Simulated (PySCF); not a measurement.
## Exercise with solution: dipole moment from atomic charges

F₂H₄SSi₂, SMILES F[SiH](F)S[SiH3]. Atoms are numbered in the order given.

```xyz
9

Si     2.0244     0.0893    -0.0777
S      0.2427     0.1165    -1.3302
Si    -1.2077    -0.2318     0.1675
F     -0.5117    -1.0554     1.3804
F     -1.7361     1.1455     0.8287
H      1.8292     0.9463     1.1171
H      2.3602    -1.2966     0.3272
H      3.0893     0.6436    -0.9478
H     -2.3649    -0.9734    -0.3530
```

Geometry: TPSSh-D3(BJ)/def2-SVP. This is a generated structure with no PubChem entry under its InChIKey; it may be hypothetical. One conformer was computed; it need not be the lowest.

Charges (e) from PBE/def2-TZVP in PySCF:

| atom | IAO | ESP fit |
|---|---|---|
| Si1 | 0.517 | 0.100 |
| S2 | -0.411 | -0.179 |
| Si3 | 1.323 | 0.446 |
| F4 | -0.507 | -0.196 |
| F5 | -0.507 | -0.200 |
| H6 | -0.094 | 0.013 |
| H7 | -0.097 | -0.003 |
| H8 | -0.090 | 0.020 |
| H9 | -0.134 | -0.001 |

The dipole moment of the full density is 1.04 D.

Task: What dipole moment does each set of point charges give, and which comes closer to that of the density?

Result: 
μ = Σ q r, and 1 e Å = 4.8032 D.
IAO: Σ q r = (0.127, -0.245, -0.396) e Å, |μ| = 2.32 D.
ESP fit: Σ q r = (0.149, -0.108, -0.136) e Å, |μ| = 1.10 D.
ESP fit comes closer in size. Point charges leave out the atoms' own dipoles (lone pairs, polarised bonds); fits to the potential absorb them, partitions of the density don't.
